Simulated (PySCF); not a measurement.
B3LYP has the VWN-RPA correlation part, as in Gaussian. 

**H3OSi, SMILES `O[SiH2]` (charge 0, multiplicity 2)**

The numbers are results of B3LYP-D3(BJ)/def2-TZVP (PySCF), not measurements.

```
Item                                            Result
-----------------------------  -----------------------
highest occupied spin orbital                 -5.63 eV
dipole moment                                   1.38 D
total energy                               -9974.99 eV
cost                           roughly 70 core-seconds
```

```xyz
5

O      1.0388    -0.4219     0.0854
Si    -0.4902     0.0047    -0.3947
H      1.7326     0.2395     0.0182
H     -0.9133     1.2870     0.2461
H     -1.3680    -1.1092     0.0450
```
Charge 0, spin multiplicity 2.
